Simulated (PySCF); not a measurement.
C5H6F2O2.
Numbering: `[F:1][C:2]1=[CH:3][O:4][C@@H:5]([F:6])[O:7][CH2:8][CH2:9]1` (hydrogens: H10 on C3; H11 on C5; H12, H13 on C8; H14, H15 on C9)

Cartesian coordinates in Å at the GFN2-xTB level; atoms count from 1:
```xyz
15
C5H6F2O2 angstrom
F     -2.6297    0.4500    0.5871
C     -1.3154    0.3671    0.2721
C     -0.7243    1.4605   -0.1887
O      0.6015    1.5879   -0.5409
C      1.5173    0.7347    0.0187
F      1.3399    0.7509    1.3994
O      1.5647   -0.5467   -0.4166
C      0.3370   -1.2469   -0.6292
C     -0.7217   -0.9967    0.4419
H     -1.2563    2.3896   -0.3216
H      2.5123    1.1685   -0.1621
H      0.6350   -2.2970   -0.6431
H     -0.0604   -0.9727   -1.6152
H     -0.2827   -1.1091    1.4378
H     -1.5217   -1.7321    0.3384
```

Computed geometry: GFN2-xTB, gas phase.

Take the most abundant isotopes and a rigid rotor. The values belong to one conformer with, in the numbering `[F:1][C:2]1=[CH:3][O:4][C@@H:5]([F:6])[O:7][CH2:8][CH2:9]1`, C2–C3–O4–C5 -24°, C3–O4–C5–F6 -51°, O4–C5–O7–C8 -43°, C5–O7–C8–C9 -41°.

**Question.** What are A, B and C (MHz)?

**Answer.** Ia = 189.66, Ib = 343.86, Ic = 416.19 u·Å²; 505379 MHz·u·Å²/I gives A = 2665, B = 1470, C = 1214 MHz.

**Question.** What kind of rotor is it?

**Answer.** An asymmetric top. Ray's parameter κ = (2B − A − C)/(A − C) = -0.648; −1 is the prolate and +1 the oblate limit.

**Question.** Is it planar, by Δ = Ic − Ia − Ib?

**Answer.** Not planar: Δ = Ic − Ia − Ib = -117.33 u·Å². For a rigid frame Δ = −2 Σ m c², so Σ m c² = 58.67 u·Å² lies off the ab plane: 5.66 from hydrogen and 53.01 from heavier atoms. The atom farthest from that plane is 1.55 Å away.

**Question.** Estimate the classical rotational partition function at 25 K, 50 K and 298.15 K.

**Answer.** Point group C1, symmetry number σ = 1; q = (√π/σ)·√((kT/h)³/(ABC)), k/h = 20836.6 MHz/K: 9660 at 25 K, 27300 at 50 K, 398000 at 298.15 K.

Whether it is a minimum is left open (no frequencies). These are rigid-rotor constants of the computed structure; measured ground-state constants (B0) also hold zero-point vibration.
